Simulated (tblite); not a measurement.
Species: C7H5F2O (doublet state).
Z-matrix (Å and degrees, GFN2-xTB geometry), rows numbered from 1:
```
F 
C   1  1.3399
F   2  1.3605  1  105.83
O   2  1.3451  1  107.93  3   120.34
C   4  1.3926  2  118.89  1   162.48
C   5  1.3907  4  115.24  2  -161.48
C   6  1.3895  5  119.60  4  -179.06
C   7  1.3647  6  117.16  5    -0.42
C   8  1.3611  7  125.22  6     0.77
C   5  1.3869  4  123.37  2    19.88
H   2  1.1080  1  108.52  3  -114.60
H   6  1.0783  5  119.07  4     0.56
H   7  1.0786  6  120.50  5   179.66
H   9  1.0787  8  122.29  7   179.12
H  10  1.0793  5  121.79  4     0.95
```

Computed geometry: GFN2-xTB, gas phase. This method treats the open shell by occupation alone, without spin polarisation.

Masses are those of the commonest isotopes; rigid-rotor values at the optimised geometry. The values belong to one conformer with, in the numbering `[F:1][CH:2]([F:3])[O:4][c:5]1[cH:6][cH:7][c:8][cH:9][cH:10]1`, F1–C2–O4–C5 162°, C2–O4–C5–C6 -161°.

Q: What are A, B and C (MHz)?

A: Ia = 139.74, Ib = 641.33, Ic = 751.13 u·Å²; 505379 MHz·u·Å²/I gives A = 3617, B = 788.0, C = 672.8 MHz.

Q: What kind of rotor is it?

A: A near-prolate asymmetric top: κ = (2 × 788.0 − 3617 − 672.8)/(3617 − 672.8) = -0.92.

Q: Is it planar, by Δ = Ic − Ia − Ib?

A: Not planar: Δ = Ic − Ia − Ib = -29.94 u·Å². For a rigid frame Δ = −2 Σ m c², so Σ m c² = 14.97 u·Å² lies off the ab plane: 2.04 from hydrogen and 12.93 from heavier atoms. The atom farthest from that plane is 1.26 Å away.

Q: Give the other two planar moments, Paa and Pbb, and the rms extents of the mass along the axes.

A: Paa = Σ m a² = (Ib + Ic − Ia)/2 = 626.36 and Pbb = Σ m b² = (Ia + Ic − Ib)/2 = 124.77 u·Å². With the mass M = 143.03 u, the rms extents √(P/M) along a, b and c are 2.09, 0.93, 0.32 Å.

Q: Give the coordinates in the principal-axis frame, origin at the centre of mass.

A: The sense of each axis is arbitrary; atoms in the order of the calculation.
```csv
atom,mass (u),a (Å),b (Å),c (Å)
F1,18.998,2.957,-0.670,0.406
C2,12.000,1.851,0.076,0.284
F3,18.998,2.173,1.079,-0.577
O4,15.995,0.870,-0.711,-0.194
C5,12.000,-0.451,-0.291,-0.067
C6,12.000,-1.407,-1.292,-0.204
C7,12.000,-2.756,-0.970,-0.114
C8,12.000,-3.070,0.338,0.118
C9,12.000,-2.170,1.350,0.252
C10,12.000,-0.815,1.030,0.151
H11,1.008,1.635,0.547,1.264
H12,1.008,-1.083,-2.304,-0.385
H13,1.008,-3.509,-1.734,-0.223
H14,1.008,-2.472,2.371,0.421
H15,1.008,-0.080,1.818,0.220
```

Q: List the rotational levels J(Ka,Kc) to J = 5 (cm⁻¹).

A: Above 0(0,0):
J = 1: 1(0,1) 0.0487, 1(1,1) 0.1431, 1(1,0) 0.1469
J = 2: 2(0,2) 0.1461, 2(1,2) 0.2367, 2(1,1) 0.2482, 2(2,1) 0.5313, 2(2,0) 0.5314
J = 3: 3(0,3) 0.2918, 3(1,3) 0.3770, 3(1,2) 0.4001, 3(2,2) 0.6775, 3(2,1) 0.6780, 3(3,1) 1.1589, 3(3,0) 1.1589
J = 4: 4(0,4) 0.4856, 4(1,4) 0.5641, 4(1,3) 0.6025, 4(2,3) 0.8723, 4(2,2) 0.8740, 4(3,2) 1.3540, 4(3,1) 1.3541, 4(4,1) 2.0278, 4(4,0) 2.0278
J = 5: 5(0,5) 0.7269, 5(1,5) 0.7976, 5(1,4) 0.8552, 5(2,4) 1.1157, 5(2,3) 1.1197, 5(3,3) 1.5981, 5(3,2) 1.5981, 5(4,2) 2.2717, 5(4,1) 2.2717, 5(5,1) 3.1379, 5(5,0) 3.1379
Those of J = 1 are B + C, A + C and A + B.

Q: Estimate the classical rotational partition function at 10 K, 25 K and 298.15 K.

A: Point group C1, symmetry number σ = 1; q = (√π/σ)·√((kT/h)³/(ABC)), k/h = 20836.6 MHz/K: 3850 at 10 K, 15200 at 25 K, 627000 at 298.15 K.

For this open shell read J as N, the rotation without spin; fine and hyperfine splittings come on top. Its GFN2-xTB frequencies are all real (lowest 49 cm⁻¹). These are rigid-rotor constants of the computed structure; measured ground-state constants (B0) also hold zero-point vibration.
